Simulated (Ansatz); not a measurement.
Basis sets compared for cis-Hf(H2O)2Cl4 (HfCl₄O₂H₄). Total charge 0; singlet. Geometry PBE0-D4/def2-SVP. Ansatz on 4 threads of Arm Neoverse V2 on a shared host; times are rough, and most runs start from earlier orbitals.

```xyz
11

Cl    2.375   -1.778   -0.260
Cl    1.165   -0.072    2.740
Cl   -1.174   -1.916    0.618
Cl    1.468    1.762   -0.412
Hf    0.646   -0.338    0.453
O    -1.175    1.062    0.768
O    -0.177   -0.356   -1.715
H    -1.008    1.995    0.955
H    -1.908    0.749    1.315
H    -0.557   -1.177   -2.053
H     0.345    0.068   -2.409
```

In the def2 sets Hf takes a core potential; there is no spin–orbit coupling. No other spin state of charge 0 was run.

Binding counts from free atoms (Cl doublet, Hf triplet, O triplet, H doublet) in the same basis, without a counterpoise term.

```tsv
level	functions	energy (Eh)	HOMO (eV)	LUMO (eV)	binding per atom (eV)	wall time
PBE-D4/def2-SVP	152	-2040.4688	-7.08	-2.10	3.93	2.3 s
PBE0-D4/def2-SVP	152	-2040.5944	-8.51	-1.36	3.84	3.4 s
```

Task: Estimate the rows for PBE-D4/def2-TZVP (with forces), PBE0-D4/def2-TZVP.

Result: 
| level | functions | energy (Eh) | HOMO (eV) | LUMO (eV) | binding per atom (eV) | wall time |
| --- | --- | --- | --- | --- | --- | --- |
| PBE-D4/def2-TZVP (with forces) | 274 | -2041.2936 | -7.21 | -2.26 | 3.88 | 4.8 s |
| PBE0-D4/def2-TZVP | 274 | -2041.4120 | -8.58 | -1.46 | 3.81 | 8 s |
